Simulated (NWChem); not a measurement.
System: CH$_{7}$NOSi; SMILES NC[SiH2]O

Here is an NWChem input.

```
start job
memory heap 200 mb stack 900 mb global 1100 mb
geometry units angstroms noautosym nocenter noautoz
  N      0.117003     2.206172     0.005195
  C     -0.705670     0.972734     0.028300
  Si     0.377184    -0.587704     0.012155
  O     -0.424956    -2.053801     0.091915
  H      0.729962     2.234389     0.819156
  H      0.726459     2.208935    -0.812089
  H     -1.393682     1.008788    -0.826218
  H     -1.341201     1.004688     0.921702
  H      1.252509    -0.558669     1.212334
  H      1.237937    -0.497032    -1.209366
  H     -0.948033    -2.302544    -0.682432
end
basis spherical
  * library 6-31g*
end
dft
  xc b3lyp
  iterations 150
end
property
  shielding
end
task dft property
```

All runs use the structure optimised with B3LYP/6-31G* (spherical d).

GIAO values for the isolated, static molecule; σ is the absolute isotropic shielding, δ = σ(reference) − σ with the isolated reference molecule computed at the same levels (13C: tetramethylsilane, 1H: tetramethylsilane, 29Si: tetramethylsilane).

Atoms are numbered as in the input.

Give the results of this calculation. (B3LYP/6-31G* (spherical d), GIAO.) Quantities: δ C2 (ppm); δ Si3 (ppm); δ H5 (ppm); δ H7 (ppm); δ H8 (ppm); δ H9 (ppm); δ H11 (ppm).


- δ C2 (ppm) = 29.3
- δ Si3 (ppm) = -3.3
- δ H5 (ppm) = -0.56
- δ H7 (ppm) = 2.02
- δ H8 (ppm) = 2.18
- δ H9 (ppm) = 4.55
- δ H11 (ppm) = 0.72
